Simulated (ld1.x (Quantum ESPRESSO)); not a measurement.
**Li (Z = 3): one change to a TM potential, before and after**

- Element: Li (Z = 3)
- Generator: ld1.x (Quantum ESPRESSO) 7.5
- Type: norm-conserving Troullier–Martins (Kleinman–Bylander form)
- Functional: PBEsol
- Relativity: non-relativistic
- Frozen core: none
- Valence charge: 3
- Reference configuration: 1s2 2s0 2p0 (charge +1)
- Partial waves: 1s (bound): rc 0.50 bohr; 2p (bound, empty): rc 3.45 bohr
- Local potential: all-electron potential smoothed inside 2.45 bohr (lloc = -1)
- Core correction: none

Change: all radii scaled by about 0.77 (s 0.38, p 2.66 bohr); local potential all-electron potential smoothed inside 1.90 bohr (lloc = -1).

Cutoffs: the cutoffs (Ry, on a coarse ladder) from which the occupation-weighted sum of valence levels, in a spherical-Bessel basis at the reference potential, stays within 10 and 1 mRy of its value at 400 Ry; they do not see the model core or the augmentation charge, which bear on the density cutoff. Errors are all-electron minus pseudo energies relative to the spin-unpolarised reference configuration.

Q: How do hardness, ghosts and transferability respond?

A: Of the 4 tests that both files solve, the error grows in 0 and shrinks in 4 by more than 15 % and 0.3 meV (median size 125.0 → 88.6 meV); neither file shows a bound ghost. Less of the atom is replaced, so other configurations are described better.

| quantity | base | changed |
| --- | --- | --- |
| cutoff, loose | 260 Ry | over 300 Ry |
| cutoff, tight | 300 Ry | over 300 Ry |
| bound ghosts | none | none |
| error for 1s2 2s1 2p0, meV [ΔE -5.19 eV] | -150 | -106 |
| error for 1s2 2s0.5 2p0, meV [ΔE -3.17 eV] | -100 | -71 |
| error for 1s2 2s0 2p1, meV [ΔE -3.43 eV] | +1.9 | +0.2 |
| error for 1s1 2s1 2p0, meV [ΔE 62.58 eV] | -886 | -697 |
